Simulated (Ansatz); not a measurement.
System: C₃H₉BN (charge -1, singlet). It need not be the lowest isomer of its formula. Whether it binds its extra electron was not tested at this geometry. 
Coordinates optimised at B3LYP-D3(BJ)/def2-TZVP (Ansatz, an electronic-structure program):
```
B
C 1 1.4615
H 2 1.0902 1 121.98
H 2 1.0904 3 113.03 1 -178.45
N 1 1.4887 2 124.08 3 -176.05
H 5 1.0102 1 115.23 2 -150.70
C 5 1.4401 6 112.13 1 -143.05
H 7 1.0948 5 109.37 6 -161.06
H 7 1.0988 8 107.56 5 -121.18
H 7 1.1069 8 106.02 9 -115.08
C 1 1.6179 2 123.38 3 3.17
H 11 1.0945 1 111.72 2 0.71
H 11 1.0998 12 107.46 1 123.45
H 11 1.1017 12 106.94 13 113.35
```
Charge -1, spin multiplicity 1.

Parts of the frozen-core correlation energy in 6-31G (Ansatz, hartree). Frozen orbitals: 5; correlated occupied orbitals by spin: 15 and 15; virtual: 43 and 43. No spin-orbit coupling. No relativistic terms.

```
term                            value
-------------------------  ----------
reference (HF)             -197.87206
MP2 opposite-spin          (withheld)
MP2 same-spin              (withheld)
CCSD correlation           (withheld)
(T)                          -0.01263
T1 diagnostic                   0.012
largest doubles amplitude       0.039
```

Problem. What belongs in the gaps?

Solution. 
- MP2 opposite-spin, value: -0.34434
- MP2 same-spin, value: -0.09614
- CCSD correlation, value: -0.49509
